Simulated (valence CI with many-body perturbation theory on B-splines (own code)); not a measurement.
# Energy levels of Te²¹⁺

Method: configuration interaction combined with many-body perturbation theory (CI+MBPT): three valence electrons over a frozen Dirac-Fock core [Ar] 3d10, radial functions for each j: 9 s, 9 p, 8 d, 6 f, 3 g, 1 h, with the one-electron correlation potential Σ1, the two-electron term Σ2, the three-electron term Σ3, Breit, model QED; selected CI, second order for the rest, scaled by the run's own slope (own B-spline code, finite nucleus).

No measured levels were compared; by estimate levels hold to about 250 cm⁻¹ or 0.2 % of their energy and the worst to 1 %, as in measured heavy ions of charge 2 to 7; those with d or f electrons hold less well.

Levels 1 to 33 of 33, with energies above the lowest level, 4s²4p ²P°_1/2. "Leading %" is the weight of the configuration and term that name the level; weights of strongly mixed levels are sums over their largest components and can fall short, so below about 35 % the name and the second component can differ from the true leading terms, or belong to a minority configuration. In the jj column 3d3/2^4 stands for four electrons in 3d with j = 3/2. Lifetimes count E1, E2, E3, M1 and M2 decay at the calculated energies, and are blank where another channel may lead or the interval is too uncertain; long ones can be off by a factor of two.

```
No.  Configuration  Term    J  E (cm⁻¹)  Leading %  Second component              Leading jj  Lifetime
  1          4s²4p   ²P°  1/2         0         99                         4s^2 4p1/2 (99 %)          
  2          4s²4p   ²P°  3/2    111810         98                         4s^2 4p3/2 (98 %)   78.9 μs
  3          4s4p²    ⁴P  1/2    363540         82     14 % 4s4p² ²S       4s 4p1/2^2 (82 %)    352 ps
  4          4s4p²    ⁴P  3/2    434640         96                     4s 4p1/2 4p3/2 (97 %)   2.85 ns
  5          4s4p²    ⁴P  5/2    465800         66     33 % 4s4p² ²D   4s 4p1/2 4p3/2 (88 %)    445 ps
  6          4s4p²    ²D  3/2    520380         81     13 % 4s4p² ²P   4s 4p1/2 4p3/2 (86 %)   34.7 ps
  7          4s4p²    ²P  1/2    552940         69     18 % 4s4p² ²S   4s 4p1/2 4p3/2 (77 %)   10.7 ps
  8          4s4p²    ²D  5/2    575170         61     34 % 4s4p² ⁴P       4s 4p3/2^2 (86 %)    127 ps
  9          4s4p²    ²S  1/2    664590         67     27 % 4s4p² ²P       4s 4p3/2^2 (90 %)   14.7 ps
 10          4s4p²    ²P  3/2    672520         84     10 % 4s4p² ²D       4s 4p3/2^2 (83 %)   8.05 ps
 11          4s²4d    ²D  3/2    794990         91      6 % 4s4p² ²D       4s^2 4d3/2 (91 %)   4.75 ps
 12          4s²4d    ²D  5/2    814730         93      5 % 4s4p² ²D       4s^2 4d5/2 (93 %)   6.36 ps
 13            4p³   ²P°  3/2    911890         36      30 % 4p³ ⁴S°    4p1/2^2 4p3/2 (91 %)   17.4 ps
 14            4p³   ⁴S°  3/2    993640         53      38 % 4p³ ²D°    4p1/2 4p3/2^2 (91 %)   12.8 ps
 15            4p³   ²D°  5/2    999230         84   14 % 4s4p4d ²D°    4p1/2 4p3/2^2 (84 %)   31.0 ps
 16            4p³   ²P°  1/2   1054600         92    5 % 4s4p4d ²P°    4p1/2 4p3/2^2 (92 %)   13.9 ps
 17         4s4p4d   ⁴F°  3/2   1077000         89    8 % 4s4p4d ²D°   4s 4p1/2 4d3/2 (92 %)   98.2 ps
 18         4s4p4d   ⁴F°  5/2   1097400         84    5 % 4s4p4d ⁴D°   4s 4p1/2 4d3/2 (61 %)   59.5 ps
 19            4p³   ²P°  3/2   1132000         49      15 % 4p³ ²D°          4p3/2^3 (76 %)   13.3 ps
 20         4s4p4d   ⁴F°  7/2   1132200         80   12 % 4s4p4d ⁴D°   4s 4p1/2 4d5/2 (73 %)   37.0 ps
 21         4s4p4d   ⁴P°  5/2   1142300         54   22 % 4s4p4d ⁴D°   4s 4p1/2 4d5/2 (90 %)   7.96 ps
 22         4s4p4d   ⁴D°  3/2   1150400         50   30 % 4s4p4d ⁴P°   4s 4p1/2 4d3/2 (52 %)   5.40 ps
 23         4s4p4d   ⁴D°  1/2   1152500         79   11 % 4s4p4d ²P°   4s 4p1/2 4d3/2 (85 %)   4.32 ps
 24         4s4p4d   ²F°  5/2   1195500         69   12 % 4s4p4d ²D°   4s 4p1/2 4d5/2 (57 %)   10.9 ps
 25         4s4p4d   ⁴F°  9/2   1201400        100                    4s 4p3/2 4d5/2 (100 %)    128 μs
 26         4s4p4d   ²D°  3/2   1208200         59   16 % 4s4p4d ²P°   4s 4p1/2 4d5/2 (33 %)   5.92 ps
 27         4s4p4d   ⁴P°  1/2   1228400         88   11 % 4s4p4d ⁴D°   4s 4p3/2 4d3/2 (97 %)   6.48 ps
 28         4s4p4d   ⁴D°  5/2   1230200         62   11 % 4s4p4d ⁴P°   4s 4p3/2 4d3/2 (84 %)   5.16 ps
 29         4s4p4d   ⁴D°  7/2   1231900         77   17 % 4s4p4d ⁴F°   4s 4p3/2 4d5/2 (51 %)   5.38 ps
 30         4s4p4d   ⁴P°  3/2   1232300         59   37 % 4s4p4d ⁴D°   4s 4p3/2 4d3/2 (82 %)   5.88 ps
 31         4s4p4d   ²D°  5/2   1258100         50   29 % 4s4p4d ⁴P°   4s 4p3/2 4d5/2 (92 %)   9.12 ps
 32         4s4p4d   ²D°  3/2   1288100         47   36 % 4s4p4d ²P°   4s 4p3/2 4d5/2 (36 %)   4.56 ps
 33         4s4p4d   ²F°  7/2   1301400         98                     4s 4p3/2 4d5/2 (73 %)   12.8 ps
```

Names give the largest LS component (configuration and term), which can be under half, so a name can repeat, a term be missing and a line seem to break the LS rules; names also repeat where a configuration has a term twice.

The ionisation energy to 4s² ¹S0 of the next ion comes out as 634.28 eV (NIST: 633 ± 4 eV (theoretical)). All 33 levels together are meant to be complete up to 1308500 cm⁻¹.
